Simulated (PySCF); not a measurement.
## spiro[4.5]decane: 4 charge schemes on one density

Spiro[4.5]decane, C10H18.
SMILES with atom numbers: `[CH2:1]1[CH2:2][CH2:3][C:4]2([CH2:5][CH2:6]1)[CH2:7][CH2:8][CH2:9][CH2:10]2` (hydrogens: H11, H12 on C1; H13, H14 on C2; H15, H16 on C3; H17, H18 on C5; H19, H20 on C6; H21, H22 on C7; H23, H24 on C8; H25, H26 on C9; H27, H28 on C10)

Geometry (PBE0-D3(BJ)/def2-SVP, Å), atoms numbered from 1 in this order:
```
atom  x, y, z in Å
C1     2.5194    0.2683   -0.2567
C2     1.9991   -1.1616   -0.1623
C3     0.7810   -1.2460    0.7512
C4    -0.3545   -0.3112    0.3267
C5     0.1946    1.1227    0.2115
C6     1.4183    1.2280   -0.6929
C7    -1.5348   -0.3571    1.3077
C8    -2.7382    0.1938    0.5329
C9    -2.4263   -0.0776   -0.9571
C10   -1.0463   -0.7508   -0.9776
H11    2.8971    0.5799    0.7343
H12    3.3771    0.3244   -0.9466
H13    1.7293   -1.5205   -1.1713
H14    2.7921   -1.8358    0.2001
H15    0.4027   -2.2816    0.7970
H16    1.0852   -0.9820    1.7808
H17   -0.5944    1.8087   -0.1381
H18    0.4690    1.4649    1.2258
H19    1.1323    1.0053   -1.7360
H20    1.7918    2.2650   -0.6977
H21   -1.7131   -1.4087    1.5913
H22   -1.3277    0.1942    2.2389
H23   -3.6797   -0.2749    0.8558
H24   -2.8563    1.2731    0.7145
H25   -2.4099    0.8633   -1.5285
H26   -3.1895   -0.7098   -1.4350
H27   -1.1564   -1.8486   -0.9599
H28   -0.4710   -0.5087   -1.8835
```

Density: PBE0/pcSseg-1 (PySCF); schemes: Mulliken, IAO, Hirshfeld and ESP-fitted. One conformer (not necessarily the lowest) at the PBE0-D3(BJ)/def2-SVP geometry, without solvent, vibrations or thermal averaging.

Q: Give the atomic charges in each scheme.

A: In e; atoms taken as equivalent share a row and are averaged (×n: the atom named and its like, n in all):

```csv
atom,environment,Mulliken,IAO,Hirshfeld,ESP-fitted
C1,ring CH2 carbon,-0.225,-0.249,-0.068,-0.097
C2/C6,ring CH2 carbon,-0.202,-0.249,-0.068,+0.063
C3/C5,ring CH2 carbon,-0.076,-0.251,-0.069,-0.329
C4,sp3 carbon at a ring junction,-0.679,+0.036,+0.019,+0.639
C7/C10,ring CH2 carbon,-0.085,-0.256,-0.071,-0.200
C8/C9,ring CH2 carbon,-0.210,-0.263,-0.069,-0.100
H11/H12,methylene hydrogen,+0.113,+0.125,+0.034,+0.023
H13/H14/H19/H20,methylene hydrogen,+0.115,+0.125,+0.035,-0.001
H15/H16/H17/H18,methylene hydrogen,+0.109,+0.121,+0.033,+0.060
H21/H22/H27/H28,methylene hydrogen,+0.113,+0.123,+0.033,+0.037
H23/H24/H25/H26,methylene hydrogen,+0.118,+0.131,+0.034,+0.040
```

Mean size of the charges over all atoms: IAO 0.163 e, Mulliken 0.146 e, ESP-fitted 0.106 e, Hirshfeld 0.045 e. Each set sums to the total charge, 0, to within 0.001 e. The IAO scheme projects the occupied orbitals on a minimal set of polarised atomic orbitals and counts the electrons in each atom's part of it. The Hirshfeld scheme weights the molecular density at each point by an atom's share of the summed free-atom densities.

Some averages cover members that differ in this geometry: C8/C9, ESP-fitted -0.285 to +0.085; C7/C10, ESP-fitted -0.304 to -0.096; C2/C6, ESP-fitted 0.000 to +0.125; H23/H24/H25/H26, ESP-fitted -0.005 to +0.084 e.

Lowest charge. The schemes don't all agree: Mulliken C4 (-0.679); IAO C8/C9 (-0.263); Hirshfeld C7/C10 (-0.071); ESP-fitted C3/C5 (-0.329).

Highest charge. The schemes don't all agree: Mulliken H23/H24/H25/H26 (+0.118); IAO H23/H24/H25/H26 (+0.131); Hirshfeld H13/H14/H19/H20 (+0.035); ESP-fitted C4 (+0.639).

Q: How closely do the schemes follow one another over all atoms?

A: Correlation coefficient and root-mean-square difference: IAO with Hirshfeld 1.00, 0.128 e; Mulliken with IAO 0.64, 0.152 e; Mulliken with Hirshfeld 0.62, 0.158 e; Hirshfeld with ESP-fitted 0.49, 0.159 e; IAO with ESP-fitted 0.47, 0.182 e; Mulliken with ESP-fitted -0.27, 0.287 e.

Q: How many electrons does the Hirshfeld scheme count on C10?

A: Its own charge is -0.072 e, so Z − q = 6.072.

Q: Sum the charges by element.

A: 
```csv
element,atoms,Mulliken,IAO,Hirshfeld,ESP-fitted
C,10,-2.050,-2.250,-0.604,-0.589
H,18,+2.050,+2.250,+0.605,+0.589
```

These values come from a run that also computed NMR shieldings. Time: 75 s of wall time. Hardware: an Arm Neoverse V1 with one thread, on a shared host.
